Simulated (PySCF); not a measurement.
From one molecule to another.

First species: C₇H₈N₂.
SMILES: `C/N=C\c1ccncc1`

Second species: C4H8FNSi2.
Atom-mapped SMILES: `[N:1]#[C:2][Si@@H:3]1[SiH2:4][CH2:5][CH2:6][C@H:7]1[F:8]` (hydrogens: H9 on Si3; H10, H11 on Si4; H12, H13 on C5; H14, H15 on C6; H16 on C7)

Levels: wB97X-D/def2-SVPD for HOMO energy, LUMO energy, HOMO–LUMO gap and static isotropic polarisability; TDDFT wB97X-D/def2-SVPD for lowest singlet excitation. Geometries: PBE0-D3(BJ)/def2-SVP. Each structure is a single optimised conformer of the isolated species, non-relativistic unless stated. Electronic properties by PySCF.

The conformers computed, where there is a choice (atom-mapped SMILES and torsion angles):
- `[CH3:1]/[N:2]=[CH:3]\[c:4]1[cH:5][cH:6][n:7][cH:8][cH:9]1`: N2–C3–C4–C5 -42°

The conformers of `N#C[Si@@H]1[SiH2]CC[C@H]1F` aren't listed.

Problem. Which of the two has the higher static isotropic polarisability, and by how much?

Solution. The second: 102.9 au against 95.8 au, a difference of 7.1 au.

Problem. Which has the higher HOMO–LUMO gap?

Solution. The second: 10.70 eV against 9.11 eV, a difference of 1.59 eV.

Problem. Which has the higher HOMO energy?

Solution. The first: -9.14 eV against -9.85 eV, a difference of 0.71 eV.

Problem. Which has the higher S1 energy?

Solution. The second: 6.13 eV against 4.26 eV, a difference of 1.87 eV.

Problem. Which has the higher LUMO energy?

Solution. The second: 0.85 eV against -0.03 eV, a difference of 0.88 eV.

On the first: In wavenumbers S1 is 34400 cm⁻¹ (1 eV = 8065.54 cm⁻¹). The principal polarisabilities are 63.3, 98.5 and 125.6 au; their mean is the isotropic value.

On the second: The principal polarisabilities are 92.6, 100.0 and 116.2 au; their mean is the isotropic value. In wavenumbers S1 is 49500 cm⁻¹ (1 eV = 8065.54 cm⁻¹).
